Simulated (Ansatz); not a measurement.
`[F][In]([F])[SeH]` at its PBE0-D4/def2-TZVP geometry, where that method's forces vanish. The species carries charge 0 and has multiplicity 1. In: def2 effective core potential.

```xyz
5

F    -2.0772   -0.1266   -0.1725
In   -0.2631   -0.3067    0.4743
F    -0.2002   -1.2776    2.1434
Se    1.7064    0.5925   -0.6920
H     0.8342    1.1185   -1.7531
```

**Question.** What forces (eV/Å) does PBE-D4/def2-TZVPP give on these atoms in Ansatz? (Estimate.)

**Answer.** The calculation gave: 
```
F1  -0.544  0.052 -0.190
In2  0.285  0.136 -0.179
F3   0.020 -0.289  0.497
Se4  0.405  0.014  0.052
H5  -0.166  0.087 -0.180
```
